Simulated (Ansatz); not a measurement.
Reaction (ligand exchange at the Al–N bond): `OB(F)[NH][AlH2]` + `[SiH3][SeH]` → `[AlH2][Se][SiH3]` + `NB(O)F`

Gas-phase electronic energies from Ansatz, PBE0-D4/def2-TZVP geometries. CCSD(T)/CBS adds triple-zeta CCSD(T) − MP2 to the extrapolated MP2 energy (def2 sets, frozen cores). Functionals use def2-TZVPP. HSE06 is defined as in plane-wave codes. For Se outer-core shells are correlated without core-valence functions, which leaves a few kJ/mol of doubt a bond. Scalar relativity is left out up to krypton. Each species was taken in one conformer, which may not be the lowest.

`OB(F)[NH][AlH2]`:

```xyz
9

O     2.012    1.062   -0.199
B     0.685    0.756   -0.245
F    -0.169    1.657   -0.768
N     0.190   -0.476    0.240
Al   -1.492   -1.098    0.287
H     2.202    1.930   -0.563
H     0.918   -1.073    0.609
H    -1.673   -2.541    0.911
H    -2.674   -0.216   -0.272
```

`[SiH3][SeH]`:

Cartesian coordinates in Å:
```
Si 0.500 -0.276 -0.074
Se -1.763 -0.052 0.077
H 1.052 0.526 -1.194
H 0.723 -1.720 -0.327
H 1.170 0.128 1.187
H -1.682 1.393 0.331
```

`[AlH2][Se][SiH3]`:

Cartesian coordinates in Å:
```
Al 0.296 -1.694 -0.834
Se -0.408 0.400 -1.512
Si -0.252 1.338 0.565
H 0.657 -1.906 0.693
H 0.386 -2.824 -1.933
H -0.668 2.754 0.420
H 1.141 1.279 1.072
H -1.151 0.653 1.528
```

`NB(O)F`:

Cartesian coordinates in Å:
```
N -0.774 0.525 0.021
B 0.550 0.067 0.139
O 0.996 -1.176 -0.201
F 1.470 0.908 0.624
H -1.026 1.458 0.293
H -1.538 -0.022 -0.329
H 0.321 -1.761 -0.546
```

```tsv
level	ΔE (eV)
LDA (SPW92)	-0.33
revPBE-D4	-0.34
BLYP-D4	-0.24
HSE06	-0.37
CAM-B3LYP	-0.21
HF/def2-SVP	-0.24
CCSD(T)/def2-TZVPP	-0.27
HF/CBS(def2)	-0.27
```

What does CCSD(T)/CBS give? (Best estimate.)

Ansatz gave: -0.32 eV. The listed levels differ from it by -0.01, -0.02, 0.08, -0.05, 0.11, 0.08, 0.05, 0.05 eV.

Largest T1 diagnostic among the species: 0.012.

Leaving LDA and LC-ωPBE aside and taking each functional with its dispersion term where it has one, the values, not all of them listed here, spread over 0.16 eV, from HSE06-D4 to CAM-B3LYP-D4. At CCSD(T), def2-SVP lies +0.12 eV from the extrapolated value and def2-TZVPP +0.05 eV. From BLYP to BHLYP (50 % exact exchange), in def2-TZVPP and without D4, ΔE moves by −0.05 eV.
